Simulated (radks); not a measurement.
The numbers below are computed, except where a source is named.
Neutral rubidium, [Kr] 5s1. Code: a radial shooting solver on a logarithmic mesh with Libxc functionals. Model: non-relativistic Kohn-Sham, r2SCAN, spin-polarised, spherical densities, point nucleus; meta-GGA in the generalised Kohn-Sham scheme. Every spin shell is full or empty, so the densities are truly spherical. Functionals are evaluated on that one density, not self-consistently. Rank these orbital-free kinetic functionals by their error against the exact value of the orbitals, and give that value: Thomas-Fermi, TF + vW/5, revAPBEK, Perdew 92, Thakkar, LKT, PG1, DePristo-Kress, Ernzerhof.

Answer. Exact: 2938.53 hartree. From best to worst, with 100 (|E| - |E exact|)/|E exact| (equal figures are ties): DePristo-Kress -0.05, revAPBEK +0.35, Ernzerhof -0.36, Thakkar -0.46, Perdew 92 -0.68, TF + vW/5 +3.39, Thomas-Fermi -5.80, PG1 +17.05, LKT +21.59.
